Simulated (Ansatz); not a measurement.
Molecule: ZnCl$_{2}$ (charge +1, doublet). The spin state was set by rule; other spins were not relaxed. 
Geometry from a B3LYP-D3(BJ)/def2-TZVP (Ansatz, a program for electronic structure) optimisation:
```xyz
3

Zn     0.0000     0.0000     0.0000
Cl     0.0000     0.0000     2.1284
Cl     0.0000     0.0000    -2.1284
```
Charge +1, spin multiplicity 2.

Parts of the frozen-core correlation energy in def2-SVP (Ansatz, hartree). Frozen orbitals: 19; correlated occupied orbitals by spin: 13 and 12; virtual: 35 and 36. Open shells are spin-unrestricted. Spin-orbit coupling is left out. No relativistic terms.

| term | value |
|---|---|
| reference (HF) | -2695.99458 |
| MP2 opposite-spin | ___ |
| MP2 same-spin | -0.17122 |
| CCSD correlation | ___ |
| (T) | ___ |
| T1 diagnostic | 0.042 |
| largest doubles amplitude | 0.041 |
| <S^2> of the reference | 0.756 |

### Question
Some entries are withheld; supply them.

### Answer

- MP2 opposite-spin, value: -0.35627
- CCSD correlation, value: -0.53700
- (T), value: -0.01392
